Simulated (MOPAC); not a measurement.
MOPAC input (PM7):

```
PM7 PRECISE GNORM=0.05 LET XYZ UHF MS=0.5 GEO-OK AUX(PRECISION=9) THREADS=1
HOS

S    -0.05714100 1   -0.00577200 1   -0.46752000 1
O    -0.03762100 1   -0.03658900 1    1.03750800 1
H     1.21521700 1    0.38506800 1   -0.81973700 1
```

From the output:

```
                                                       MOPAC v23.2.5 Linux

          FINAL HEAT OF FORMATION =        -12.35762 KCAL/MOL =     -51.70427 KJ/MOL

          COSMO AREA              =         68.40 SQUARE ANGSTROMS
          COSMO VOLUME            =         51.14 CUBIC ANGSTROMS

          GRADIENT NORM           =          0.04998          =       0.02885 PER ATOM
          IONIZATION POTENTIAL    =          8.773099 EV
          ALPHA SOMO LUMO (EV)    =         -8.773  0.013
          BETA  SOMO LUMO (EV)    =         -9.833 -1.095
          NO. OF ALPHA ELECTRONS  =          7
          NO. OF BETA  ELECTRONS  =          6
          MOLECULAR WEIGHT        =         49.0673         POINT GROUP:  Cs

          MOLECULAR DIMENSIONS (Angstroms)

            Atom       Atom       Distance
            H     3    O     2     2.26870
            S     1    H     3     0.82661
            O     2    S     1     0.00000

          SCF CALCULATIONS        =          9

   ATOM   CHEMICAL          X               Y               Z
  NUMBER   SYMBOL      (ANGSTROMS)     (ANGSTROMS)     (ANGSTROMS)

     1       S         -0.04220303  *  -0.00159394  *  -0.45481014  *
     2       O         -0.04806028  *  -0.03942436  *   1.02516123  *
     3       H          1.17256037  *   0.37280078  *  -0.84222740  *

                             CARTESIAN COORDINATES

   1    S       -0.042203025    -0.001593944    -0.454810138
   2    O       -0.048060280    -0.039424359     1.025161231
   3    H        1.172560370     0.372800782    -0.842227400

           Empirical Formula: H O S  =     3 atoms

      MOLECULAR POINT GROUP   :   Cs

          ALPHA EIGENVALUES
 -30.47396 -23.00348 -15.25119 -13.78006 -13.11269 -10.31798  -8.77310   0.01252
   1.29101   2.04833   2.22392   2.34296   3.16861   4.38304

           BETA EIGENVALUES
 -29.02439 -21.57606 -14.93672 -12.65956 -12.26342  -9.83337  -1.09501   0.42868
   1.58556   2.27864   2.48443   2.89850   3.39245   4.64298

              NET ATOMIC CHARGES AND DIPOLE CONTRIBUTIONS

  ATOM NO.   TYPE          CHARGE      No. of ELECS.   s-Pop       p-Pop       d-Pop
    1          S           0.497001        5.5030     1.83036     3.28381     0.38884
    2          O          -0.557306        6.5573     1.90958     4.64772
    3          H           0.060305        0.9397     0.93969
 DIPOLE           X         Y         Z       TOTAL
 POINT-CHG.     0.368     0.210    -4.074     4.096
 HYBRID         0.860     0.234     1.002     1.341
 SUM            1.228     0.444    -3.072     3.338

          ATOMIC ORBITAL ELECTRON POPULATIONS

     Atom    s        px        py        pz      x^2-y^2     xz        z^2       yz        xy
    1  S   1.83036   1.15990   1.32518   0.79873   0.03508   0.16688   0.07446   0.09403   0.01838
    2  O   1.90958   1.78320   1.58790   1.27662
    3  H   0.93969

                    (SZ)    =    0.500000
                    (S**2)  =    0.765507

          ATOMIC ORBITAL SPIN POPULATIONS

    Atom   Total    s     px     py     pz   x^2-y^2  xz     z^2    yz     xy
         Atomic
    1  S  0.6246  0.022  0.034  0.554 -0.035  0.010 -0.015  0.005  0.044  0.005
    2  O  0.3788  0.010  0.040  0.316  0.013
    3  H -0.0033 -0.003

 **********************
 *                    *
 * JOB ENDED NORMALLY *
 *                    *
 **********************

 == MOPAC DONE ==
```

The geometry given is a B3LYP-D3(BJ)/def2-TZVP minimum.
